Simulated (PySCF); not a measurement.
Stepwise substitution at one centre (Ga F-SH). Isolated molecules, 0 K electronic values unless said otherwise. One relaxed conformer stands for each flexible species; it need not be the lowest. Strings in code marks are SMILES.

The numbers are results of PySCF 2.14.0 with TPSSh-D3(BJ)/def2-TZVP // CAM-B3LYP-D3(BJ)/def2-TZVP, not measurements. Excitations are Tamm–Dancoff values on a coarser integration grid. The basis has no diffuse functions, so Rydberg states are missing or too high.

```
species                                                                                         HOMO (eV)  T1 excitation (TDA) (eV)
----------------------------------------------------------------------------------------------  ---------  ------------------------
0 of 3 F replaced by SH (`[F][Ga]([F])[F]`)                                                        -10.61                      6.83
1 of 3 F replaced by SH (`[Ga]([F])([SH])[F]` (F–Ga–S–H torsion 0°))                                -7.93                      4.92
2 of 3 F replaced by SH (`[F][Ga]([SH])[SH]` (S–Ga–S–H torsion -180°, S–Ga–S–H torsion -180°))      -7.30                       [?]
3 of 3 F replaced by SH                                                                               [?]                      4.89
```

**Question.** What belongs in the gaps?

**Answer.** 
- 2 of 3 F replaced by SH (`[F][Ga]([SH])[SH]` (S–Ga–S–H torsion -180°, S–Ga–S–H torsion -180°)), T1 excitation (TDA) (eV): 4.86
- 3 of 3 F replaced by SH, HOMO (eV): -7.03
